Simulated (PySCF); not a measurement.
Structure problem from calculated spectra and properties.

Formula: C4H14Si4.

| Quantity | Value |
| --- | --- |
| Rotational structure | rotational constants A, B, C: 1.420, 0.721, 0.638 GHz [PBE0-D3(BJ)/def2-SVP] |
| Valence photoelectron | vertical ionisation energy: 8.61 eV [ΔSCF wB97X-D/def2-SVPD] |
| 1H NMR | chemical shifts (computed TMS as zero) by class: 4.78 (1 H), 4.56 (1 H), 3.99 (1 H), 3.92 (1 H), 3.74 (1 H), 3.73 (1 H), 0.82 (1 H), 0.70 (1 H), 0.46 (3 H), 0.28 (1 H), 0.26 (1 H), -0.18 (1 H) ppm [GIAO PBE0/pcSseg-1] |
| UV, first state | lowest singlet excitation: 4.99 eV (248 nm, f = 0.001) [TDDFT wB97X-D/def2-SVPD] |
| Polarisability | 161.6 au [wB97X-D/def2-SVPD] |
| 13C NMR | chemical shifts (computed TMS as zero) by class: 6.5 (1 C), 5.5 (1 C), -7.3 (1 C), -9.2 (1 C) ppm [GIAO PBE0/pcSseg-1] |
| XPS | Si2p3/2 105.6, Si2p3/2 105.6, Si2p3/2 105.7, Si2p3/2 105.8, C1s 290.0, C1s 290.0, C1s 290.5, C1s 290.5, Si1s 1845.3, Si1s 1845.3, Si1s 1845.4, Si1s 1845.4 eV [ΔSCF SCAN, pcX-2 on the ionised atom, pcseg-1 elsewhere, spin-free X2C, 2p3/2 from a spin–orbit splitting computed afterwards within the 2p shell] |
| NMR, other nuclei | isotropic shieldings of nuclei other than C and H, by class: 385 (1 Si), 403 (1 Si), 443 (1 Si), 457 (1 Si) ppm [GIAO PBE0/pcSseg-1] |

Electronic properties: PySCF, gas phase, density fitting. Levels stand in brackets. One conformer (not necessarily the lowest) at the PBE0-D3(BJ)/def2-SVP geometry, without solvent, vibrations or thermal averaging. Each NMR value is the plain mean over a class of atoms that symmetry, rotation or inversion makes alike.

Q: Propose a structure and show how it fits.

A: Numbering: `[CH3:1][Si@@H:2]1[SiH2:3][SiH2:4][Si@H:5]1[CH:6]1[CH2:7][CH2:8]1`. Its formula, C4H14Si4, gives 2 degrees of unsaturation: 2 rings and 0 π bonds in the structure found. 4 carbons fall into 4 classes; from least to most shielded: three-membered-ring carbon [C7] (6.5 ppm), three-membered-ring carbon [C8] (5.5 ppm), Si-methyl carbon [C1] (-7.3 ppm), ring sp3 carbon bound to silicon [C6] (-9.2 ppm). Hydrogen classes from least to most shielded: 1 H on an SiH silicon, Si5 (4.78 ppm), 1 H on an SiH silicon, Si2 (4.56 ppm), 1 H on an SiH2 silicon, Si3 (3.99 ppm), 1 H on an SiH2 silicon, Si3 (3.92 ppm), 1 H on an SiH2 silicon, Si4 (3.74 ppm), 1 H on an SiH2 silicon, Si4 (3.73 ppm), 1 H on a three-membered-ring carbon, C7 (0.82 ppm), 1 H on a three-membered-ring carbon, C8 (0.70 ppm), 3 H on an Si-methyl carbon, C1 (0.46 ppm), 1 H on a three-membered-ring carbon, C8 (0.28 ppm), 1 H on a three-membered-ring carbon, C7 (0.26 ppm), 1 H on an sp3 carbon bound to silicon, C6 (-0.18 ppm). The other shieldings belong to: 385 ppm, SiH silicon [Si5]; 403 ppm, SiH silicon [Si2]; 443 ppm, SiH2 silicon [Si3]; 457 ppm, SiH2 silicon [Si4]. The core levels belong to: Si2p3/2 105.6 eV, SiH silicon [Si5]; Si2p3/2 105.6 eV, SiH silicon [Si2]; Si2p3/2 105.7 eV, SiH2 silicon [Si3]; Si2p3/2 105.8 eV, SiH2 silicon [Si4]; C1s 290.0 eV, Si-methyl carbon [C1]; C1s 290.0 eV, sp3 carbon bound to silicon [C6]; C1s 290.5 eV, three-membered-ring carbon [C7]; C1s 290.5 eV, three-membered-ring carbon [C8]; Si1s 1845.3 eV, SiH silicon [Si5]; Si1s 1845.3 eV, SiH silicon [Si2]; Si1s 1845.4 eV, SiH2 silicon [Si3]; Si1s 1845.4 eV, SiH2 silicon [Si4]. The first electron is taken from the HOMO, whose largest Löwdin shares are 0.25 on an SiH silicon, 0.23 on an SiH silicon, 0.14 on an SiH2 silicon and 0.12 on an SiH2 silicon. The optimised geometry has point group C1 and is an asymmetric top. Structure: `C[Si@@H]1[SiH2][SiH2][Si@H]1C1CC1`. Computed isomers that give other values at the same levels: `C#C[Si@H](CC)[SiH2][SiH2][SiH3]` (13C chemical shifts (computed TMS as zero) by class: 107.8 (1 C), 85.9 (1 C), 10.0 (1 C), 7.8 (1 C) ppm); `CC#C[Si@H](C)[SiH]([SiH3])[SiH3]` (13C chemical shifts (computed TMS as zero) by class: 118.1 (1 C), 82.6 (1 C), 6.1 (1 C), -2.9 (1 C) ppm); `CC#C[SiH2][Si@@H](C)[SiH2][SiH3]` (13C chemical shifts (computed TMS as zero) by class: 117.7 (1 C), 77.3 (1 C), 6.2 (1 C), -8.4 (1 C) ppm). The assignments are read from this structure; whether some other isomer fits the data as well wasn't checked. The mirror image fits equally.

The values belong to the conformer `[CH3:1][Si@@H:2]1[SiH2:3][SiH2:4][Si@H:5]1[CH:6]1[CH2:7][CH2:8]1`: Si4–Si5–C6–C7 -50°.
